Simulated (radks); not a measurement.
Values are calculated unless marked as measured or tabulated.
Task: Coulomb parameter of the 3d shell of neutral copper in the model configuration [Ar] 3d9 4s1 4p1, as a second difference U = [E(n + 0.25) + E(n - 0.25) - 2 E(n)] / (0.25)^2 with all orbitals relaxed. "Bare": the charge of the atom changes with n. "Screened": the 4p shell takes up the change at fixed total charge, which measures U(3d,3d) + U(4p,4p) - 2 U(3d,4p). Code: a radial shooting solver on a logarithmic mesh with Libxc functionals. Model: scalar-relativistic Kohn-Sham, LDA (Slater exchange, Perdew-Wang correlation), spin-unpolarised, spherical densities, point nucleus. Estimate both.

Result: U(bare) = 12.933 eV, U(screened by 4p) = 5.647 eV, against the Slater integral F0(3d,3d) = 27.045 eV with frozen orbitals. The step up makes a negative ion, whose loosely bound charge lowers the bare value.
